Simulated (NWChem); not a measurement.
C4H7, doublet; SMILES C(C)(C)=[CH]

Problem. Give the equilibrium geometry at PBE0/def2-SVP, spin-unrestricted (NWChem) as a list of bonds and angles, with the point group.

Solution. point group Cs; any orientation.
Bonded distances (Å): C1–C2 1.321, C1–H5 1.091, C2–C3 1.505, C2–C4 1.510, C3–H6 1.098, C3–H7 1.103, C3–H8 1.103, C4–H9 1.099, C4–H10 1.103, C4–H11 1.103. Angles (°): C2–C1–H5 136.8, C1–C2–C3 122.2, C1–C2–C4 121.7, C3–C2–C4 116.1, C2–C3–H6 111.7, C2–C3–H7 110.6, C2–C3–H8 110.6, H6–C3–H7 108.5, H6–C3–H8 108.5, H7–C3–H8 106.8, C2–C4–H9 112.2, C2–C4–H10 110.4, C2–C4–H11 110.4, H9–C4–H10 108.3, H9–C4–H11 108.3, H10–C4–H11 107.0.
